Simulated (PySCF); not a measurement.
Compound: C7H11FO.
Cartesian coordinates in Å at the PBE0-D3(BJ)/def2-SVP level; atoms count from 1:
```xyz
20
C7H11FO angstrom
C      3.7362   -1.0496    0.1698
C      2.6623   -0.6246   -0.1957
C      1.3673   -0.1174   -0.6197
C      0.2085   -0.4428    0.3512
C      0.0541   -1.9435    0.5382
C      0.4651    0.1946    1.7134
F      0.8339    1.5160    1.5986
O     -1.0173   -0.0263   -0.2135
C     -1.2591    1.3432   -0.3863
H      4.6930   -1.4212    0.4866
H      1.0996   -0.5359   -1.6040
H      1.4416    0.9750   -0.7375
H     -0.2324   -2.3953   -0.4218
H     -0.7486   -2.1545    1.2602
H      0.9894   -2.4034    0.8847
H     -0.4550    0.1352    2.3188
H      1.2773   -0.3421    2.2291
H     -1.3151    1.8932    0.5681
H     -2.2294    1.4252   -0.8961
H     -0.4997    1.8383   -1.0181
```

Method used: PySCF, PBE0-D3(BJ)/def2-SVP geometry optimisation, gas phase.

Take the most abundant isotopes and a rigid rotor. The values belong to one conformer with, in the numbering `[CH:1]#[C:2][CH2:3][C@@:4]([CH3:5])([CH2:6][F:7])[O:8][CH3:9]`, C2–C3–C4–C5 -59°, C3–C4–C6–F7 48°, C3–C4–O8–C9 -67°.

**Question.** What are A, B and C (MHz)?

**Answer.** Ia = 224.20, Ib = 415.19, Ic = 474.35 u·Å²; 505379 MHz·u·Å²/I gives A = 2254, B = 1217, C = 1065 MHz.

**Question.** What kind of rotor is it?

**Answer.** An asymmetric top. Ray's parameter κ = (2B − A − C)/(A − C) = -0.745; −1 is the prolate and +1 the oblate limit.

**Question.** What does the inertial defect say?

**Answer.** Not planar: Δ = Ic − Ia − Ib = -165.03 u·Å². For a rigid frame Δ = −2 Σ m c², so Σ m c² = 82.52 u·Å² lies off the ab plane: 22.70 from hydrogen and 59.81 from heavier atoms. The atom farthest from that plane is 1.99 Å away.

**Question.** Where do the levels up to J = 4 lie, in cm⁻¹?

**Answer.** Above 0(0,0):
J = 1: 1(0,1) 0.0761, 1(1,1) 0.1107, 1(1,0) 0.1158
J = 2: 2(0,2) 0.2279, 2(1,2) 0.2579, 2(1,1) 0.2731, 2(2,1) 0.3769, 2(2,0) 0.3774
J = 3: 3(0,3) 0.4543, 3(1,3) 0.4785, 3(1,2) 0.5088, 3(2,2) 0.6053, 3(2,1) 0.6079, 3(3,1) 0.7912, 3(3,0) 0.7913
J = 4: 4(0,4) 0.7540, 4(1,4) 0.7720, 4(1,3) 0.8224, 4(2,3) 0.9095, 4(2,2) 0.9169, 4(3,2) 1.0967, 4(3,1) 1.0970, 4(4,1) 1.3557, 4(4,0) 1.3558
The levels of one J sum to (2J + 1)J(J + 1)(A + B + C)/3.

**Question.** Which types of transition are allowed, and where do some lines up to J = 4 fall?

**Answer.** The dipole components are |μa| = 0.01 D, |μb| = 0.37 D, |μc| = 0.50 D. The squared components, which scale the intensities, stand as 0.00 : 0.56 : 1.00 (a : b : c). Some lines, for components of 0.1 D or more:

```json
{"type": "c", "branch": "Q", "J(Ka,Kc)": "3(1,3) ← 3(0,3)", "MHz": "725", "lower level (cm⁻¹)": "0.454"}
{"type": "c", "branch": "Q", "J(Ka,Kc)": "2(1,2) ← 2(0,2)", "MHz": "901", "lower level (cm⁻¹)": "0.228"}
{"type": "c", "branch": "Q", "J(Ka,Kc)": "1(1,1) ← 1(0,1)", "MHz": "1037", "lower level (cm⁻¹)": "0.076"}
{"type": "b", "branch": "Q", "J(Ka,Kc)": "3(1,2) ← 3(0,3)", "MHz": "1634", "lower level (cm⁻¹)": "0.454"}
{"type": "c", "branch": "Q", "J(Ka,Kc)": "4(2,3) ← 4(1,3)", "MHz": "2612", "lower level (cm⁻¹)": "0.822"}
{"type": "b", "branch": "Q", "J(Ka,Kc)": "4(2,2) ← 4(1,3)", "MHz": "2834", "lower level (cm⁻¹)": "0.822"}
{"type": "b", "branch": "Q", "J(Ka,Kc)": "3(2,1) ← 3(1,2)", "MHz": "2970", "lower level (cm⁻¹)": "0.509"}
{"type": "c", "branch": "R", "J(Ka,Kc)": "1(1,0) ← 0(0,0)", "MHz": "3471", "lower level (cm⁻¹)": "0.000"}
{"type": "b", "branch": "Q", "J(Ka,Kc)": "2(2,1) ← 2(1,2)", "MHz": "3566", "lower level (cm⁻¹)": "0.258"}
{"type": "b", "branch": "R", "J(Ka,Kc)": "2(1,2) ← 1(0,1)", "MHz": "5450", "lower level (cm⁻¹)": "0.076"}
{"type": "b", "branch": "Q", "J(Ka,Kc)": "4(3,2) ← 4(2,3)", "MHz": "5614", "lower level (cm⁻¹)": "0.909"}
{"type": "b", "branch": "R", "J(Ka,Kc)": "3(0,3) ← 2(1,2)", "MHz": "5886", "lower level (cm⁻¹)": "0.258"}
{"type": "c", "branch": "R", "J(Ka,Kc)": "2(1,1) ← 1(0,1)", "MHz": "5906", "lower level (cm⁻¹)": "0.076"}
{"type": "b", "branch": "R", "J(Ka,Kc)": "3(1,3) ← 2(0,2)", "MHz": "7512", "lower level (cm⁻¹)": "0.228"}
{"type": "c", "branch": "R", "J(Ka,Kc)": "2(2,1) ← 1(1,1)", "MHz": "7980", "lower level (cm⁻¹)": "0.111"}
{"type": "b", "branch": "R", "J(Ka,Kc)": "4(0,4) ← 3(1,3)", "MHz": "8260", "lower level (cm⁻¹)": "0.478"}
{"type": "c", "branch": "R", "J(Ka,Kc)": "3(1,2) ← 2(0,2)", "MHz": "8421", "lower level (cm⁻¹)": "0.228"}
{"type": "c", "branch": "R", "J(Ka,Kc)": "3(2,2) ← 2(1,2)", "MHz": "10414", "lower level (cm⁻¹)": "0.258"}
{"type": "c", "branch": "R", "J(Ka,Kc)": "4(1,3) ← 3(0,3)", "MHz": "11034", "lower level (cm⁻¹)": "0.454"}
{"type": "c", "branch": "R", "J(Ka,Kc)": "3(3,1) ← 2(2,1)", "MHz": "12421", "lower level (cm⁻¹)": "0.377"}
{"type": "c", "branch": "R", "J(Ka,Kc)": "4(2,3) ← 3(1,3)", "MHz": "12922", "lower level (cm⁻¹)": "0.478"}
{"type": "b", "branch": "R", "J(Ka,Kc)": "4(4,0) ← 3(3,1)", "MHz": "16924", "lower level (cm⁻¹)": "0.791"}
```

**Question.** Estimate the classical rotational partition function at 50 K, 100 K and 298.15 K.

**Answer.** Point group C1, symmetry number σ = 1; q = (√π/σ)·√((kT/h)³/(ABC)), k/h = 20836.6 MHz/K: 34900 at 50 K, 98600 at 100 K, 508000 at 298.15 K.

No frequency check. Constants of a rigid frame at the computed geometry: no zero-point averaging, no centrifugal distortion. A rigid rotor knows nothing of internal rotation, which can split or shift real lines.
